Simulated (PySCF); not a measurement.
# Two-component Hartree-Fock for Ru³⁺ (ruthenium, charge +3)

Start: [Kr] 4d4 5s1; 4d5/2 filled at m_j = -1/2, +1/2, +3/2, +5/2; 5s1/2 filled at m_j = +1/2. Calculated with PySCF 2.14 in x2c-TZVPall-2c (8s9p7d1f, 77 functions): generalised Hartree-Fock with the X2C-1e Hamiltonian and a Gaussian nucleus; one run each with spin-orbit coupling (SO) switched off, then screened by Boettger's factors. This is a chosen level, not necessarily the ground level.

```json
{"spinor shell": "1s1/2", "electrons": "2", "ε, spin-free (eV)": "-22276.9", "ε, screened SO (eV)": "-22275.6", "weight of nominal j (screened SO)": "1.000", "rms radius, screened SO (bohr)": "0.0384"}
{"spinor shell": "2s1/2", "electrons": "2", "ε, spin-free (eV)": "-3319.2", "ε, screened SO (eV)": "-3318.9", "weight of nominal j (screened SO)": "1.000", "rms radius, screened SO (bohr)": "0.158"}
{"spinor shell": "2p1/2", "electrons": "2", "ε, spin-free (eV)": "-2970.4", "ε, screened SO (eV)": "-3060.8", "weight of nominal j (screened SO)": "1.000", "rms radius, screened SO (bohr)": "0.137"}
{"spinor shell": "2p3/2", "electrons": "4", "ε, spin-free (eV)": "-2970.4", "ε, screened SO (eV)": "-2928.3", "weight of nominal j (screened SO)": "1.000", "rms radius, screened SO (bohr)": "0.142"}
{"spinor shell": "3s1/2", "electrons": "2", "ε, spin-free (eV)": "-653.60", "ε, screened SO (eV)": "-653.53", "weight of nominal j (screened SO)": "1.000", "rms radius, screened SO (bohr)": "0.428"}
{"spinor shell": "3p1/2", "electrons": "2", "ε, spin-free (eV)": "-535.88", "ε, screened SO (eV)": "-551.84", "weight of nominal j (screened SO)": "1.000", "rms radius, screened SO (bohr)": "0.425"}
{"spinor shell": "3p3/2", "electrons": "4", "ε, spin-free (eV)": "-535.88", "ε, screened SO (eV)": "-528.45", "weight of nominal j (screened SO)": "1.000", "rms radius, screened SO (bohr)": "0.435"}
{"spinor shell": "3d3/2", "electrons": "4", "ε, spin-free (eV)": "-346.67", "ε, screened SO (eV)": "-349.40", "weight of nominal j (screened SO)": "0.966", "rms radius, screened SO (bohr)": "0.417"}
{"spinor shell": "3d5/2", "electrons": "6", "ε, spin-free (eV)": "-346.67", "ε, screened SO (eV)": "-344.81", "weight of nominal j (screened SO)": "0.978", "rms radius, screened SO (bohr)": "0.420"}
{"spinor shell": "4s1/2", "electrons": "2", "ε, spin-free (eV)": "-134.11", "ε, screened SO (eV)": "-134.11", "weight of nominal j (screened SO)": "1.000", "rms radius, screened SO (bohr)": "1.07"}
{"spinor shell": "4p1/2", "electrons": "2", "ε, spin-free (eV)": "-97.476", "ε, screened SO (eV)": "-102.59", "weight of nominal j (screened SO)": "0.701", "rms radius, screened SO (bohr)": "1.17"}
{"spinor shell": "4p3/2", "electrons": "4", "ε, spin-free (eV)": "-97.476", "ε, screened SO (eV)": "-95.026", "weight of nominal j (screened SO)": "0.850", "rms radius, screened SO (bohr)": "1.18"}
{"spinor shell": "4d5/2", "electrons": "4", "ε, spin-free (eV)": "-50.645", "ε, screened SO (eV)": "-50.605", "weight of nominal j (screened SO)": "0.659", "rms radius, screened SO (bohr)": "1.49"}
{"spinor shell": "5s1/2", "electrons": "1", "ε, spin-free (eV)": "-33.890", "ε, screened SO (eV)": "-33.891", "weight of nominal j (screened SO)": "1.000", "rms radius, screened SO (bohr)": "2.82"}
```

```csv
quantity,spin-free,screened SO
E (hartree),-4525.50056,-4526.13793
M_J,9/2,9/2
⟨J²⟩,24.755,24.758
⟨L²⟩,6.004,6.080
⟨S²⟩,8.751,8.709
```

Each row is a mean over spinors that exchange with the open shell spreads, by up to 11.034 eV (4p3/2).

Rows whose weight is well below 1 are mixtures of j = l ± 1/2: exchange outweighs spin-orbit coupling there, and the label is only the starting occupation.

Breit and QED terms are absent; they matter most for the inner s and p1/2 levels.

Densities and radii are taken from the X2C orbitals without a picture-change correction, which distorts them close to the nucleus.

Without spin-orbit coupling the j labels of p, d and f shells carry no meaning; the spin-free column gives the mean over the occupied spinors of each nl shell.
